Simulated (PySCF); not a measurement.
**ECD: `N#C[C@H]1[C@H](S)C12CC2`, C6H7NS**

Molfile (atoms numbered from 1):
```
C6H7NS
     RDKit          3D

 15 16  0  0  0  0  0  0  0  0999 V2000
    0.8096    3.2169   -0.0960 N   0  0  0  0  0  0  0  0  0  0  0  0
    0.7745    2.0966   -0.3303 C   0  0  0  0  0  0  0  0  0  0  0  0
    0.7315    0.7053   -0.6053 C   0  0  1  0  0  0  0  0  0  0  0  0
    1.0204   -0.2676    0.5432 C   0  0  2  0  0  0  0  0  0  0  0  0
    1.9696   -1.7577    0.1818 S   0  0  0  0  0  0  0  0  0  0  0  0
   -0.3397   -0.1403    0.0017 C   0  0  0  0  0  0  0  0  0  0  0  0
   -1.7134    0.0497    0.5168 C   0  0  0  0  0  0  0  0  0  0  0  0
   -1.4114   -1.0239   -0.5034 C   0  0  0  0  0  0  0  0  0  0  0  0
    1.0954    0.4327   -1.5908 H   0  0  0  0  0  0  0  0  0  0  0  0
    1.2433    0.1464    1.5190 H   0  0  0  0  0  0  0  0  0  0  0  0
    3.1682   -1.1889    0.3085 H   0  0  0  0  0  0  0  0  0  0  0  0
   -2.2595    0.9253    0.1967 H   0  0  0  0  0  0  0  0  0  0  0  0
   -1.9253   -0.2494    1.5329 H   0  0  0  0  0  0  0  0  0  0  0  0
   -1.4094   -2.0548   -0.1805 H   0  0  0  0  0  0  0  0  0  0  0  0
   -1.7582   -0.8824   -1.5163 H   0  0  0  0  0  0  0  0  0  0  0  0
  1  2  3  0
  2  3  1  0
  3  4  1  0
  4  5  1  0
  4  6  1  0
  6  7  1  0
  7  8  1  0
  6  3  1  0
  8  6  1  0
  3  9  1  6
  4 10  1  1
  5 11  1  0
  7 12  1  0
  7 13  1  0
  8 14  1  0
  8 15  1  0
M  END
```

Level of theory: TDDFT wB97X-D/def2-SVPD circular dichroism and optical rotation, one conformer, gas phase (PySCF 2.14.0). Geometry: GFN2-xTB.

The molecule is flexible and this is one conformer; a measurement averages over conformers.

Q: What are the CIP labels of the stereocentres?

A: C3 S, C4 S.

Q: List the lowest 8 singlet excitations with oscillator and rotatory strengths.

A: Rotatory strengths R in 10⁻⁴⁰ esu² cm², velocity form and length form (origin at the centre of mass); f in length form.
```tsv
state	E (eV)	λ (nm)	f	R (velocity)	R (length)	main
1	5.69	218	0.003	-18.6	-18.7	HOMO→LUMO 0.82
2	6.47	192	0.028	-1.9	-2.0	HOMO→LUMO+1 0.91
3	7.16	173	0.011	-2.3	-2.2	HOMO→LUMO+6 0.15, HOMO−1→LUMO 0.14
4	7.34	169	0.126	+29.0	+29.0	HOMO→LUMO+2 0.55, HOMO→LUMO+6 0.09
5	7.61	163	0.018	-17.4	-17.0	HOMO→LUMO+4 0.49, HOMO→LUMO+3 0.19
6	7.75	160	0.038	+18.1	+18.2	HOMO−2→LUMO 0.35, HOMO−2→LUMO+2 0.12
7	7.82	159	0.009	-9.5	-8.9	HOMO→LUMO+5 0.30, HOMO→LUMO+3 0.23
8	7.86	158	0.001	-2.5	-2.4	HOMO−1→LUMO 0.24, HOMO→LUMO+3 0.16
```

Among the states computed, the strongest CD band (largest |R|) is state 4. The largest dissymmetry factor in size, g = 4R/(D+G), with D and G the electric and magnetic dipole strengths, is -0.054 for state 1 (velocity form, f = 0.003), among bands with |R| over 0.5. The mirror image has the same energies and oscillator strengths and all R with the opposite sign.
